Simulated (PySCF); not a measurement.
CH6GeS3, SMILES [CH3][Ge]([SH])([SH])[SH]. Atoms are numbered in the order given.

```xyz
11

C     -2.0706    -0.7146     0.0078
Ge    -0.2257    -0.0752    -0.0076
S      1.0264    -1.7664    -0.8042
S     -0.1780     1.7946    -1.2460
S      0.5702     0.5284     2.0089
H     -2.7189     0.0631     0.4351
H     -2.3929    -0.9404    -1.0194
H     -2.1389    -1.6247     0.6205
H      2.1961    -1.1039    -0.6534
H      1.0762     2.1291    -0.8648
H      0.9275    -0.7347     2.3401
```
Charge 0, spin multiplicity 1.

Geometry: B3LYP-D3(BJ)/def2-SVP. Other conformers were not sampled.

Method: TDDFT-PBE/def2-SVPD (PySCF).

Vertical excitations. Isolated molecule, no solvent.

Computed lowest excited states:
```json
[
 {"state": "S1", "energy (eV)": "4.36", "λ (nm)": "284", "f": "0.013", "main pairs": "HOMO→LUMO 96 %"},
 {"state": "S2", "energy (eV)": "4.51", "λ (nm)": "275", "f": "0.023", "main pairs": "HOMO−1→LUMO 95 %"},
 {"state": "S3", "energy (eV)": "4.77", "λ (nm)": "260", "f": "0.009", "main pairs": "HOMO−2→LUMO 97 %"},
 {"state": "S4", "energy (eV)": "5.23", "λ (nm)": "237", "f": "0.018", "main pairs": "HOMO→LUMO+1 99 %"},
 {"state": "S5", "energy (eV)": "5.36", "λ (nm)": "231", "f": "0.049", "main pairs": "HOMO−1→LUMO+1 98 %"},
 {"state": "S6", "energy (eV)": "5.64", "λ (nm)": "220", "f": "0.007", "main pairs": "HOMO−2→LUMO+1 51 %, HOMO→LUMO+2 48 %"},
 {"state": "S7", "energy (eV)": "5.69", "λ (nm)": "218", "f": "0.020", "main pairs": "HOMO→LUMO+2 49 %, HOMO−2→LUMO+1 45 %"},
 {"state": "S8", "energy (eV)": "5.79", "λ (nm)": "214", "f": "0.005", "main pairs": "HOMO−1→LUMO+2 91 %"},
 {"state": "S9", "energy (eV)": "5.88", "λ (nm)": "211", "f": "0.020", "main pairs": "HOMO→LUMO+3 79 %"},
 {"state": "S10", "energy (eV)": "5.96", "λ (nm)": "208", "f": "0.002", "main pairs": "HOMO−1→LUMO+3 67 %, HOMO−3→LUMO 10 %"},
 {"state": "T1", "energy (eV)": "4.04", "λ (nm)": "307", "f": "0", "main pairs": "HOMO→LUMO 98 %"},
 {"state": "T2", "energy (eV)": "4.13", "λ (nm)": "300", "f": "0", "main pairs": "HOMO−1→LUMO 98 %"},
 {"state": "T3", "energy (eV)": "4.49", "λ (nm)": "276", "f": "0", "main pairs": "HOMO−2→LUMO 99 %"},
 {"state": "T4", "energy (eV)": "5.07", "λ (nm)": "245", "f": "0", "main pairs": "HOMO→LUMO+1 97 %"}
]
```
Triplets are in the Tamm–Dancoff approximation, which puts them higher than full response would, so one can lie above its singlet here.
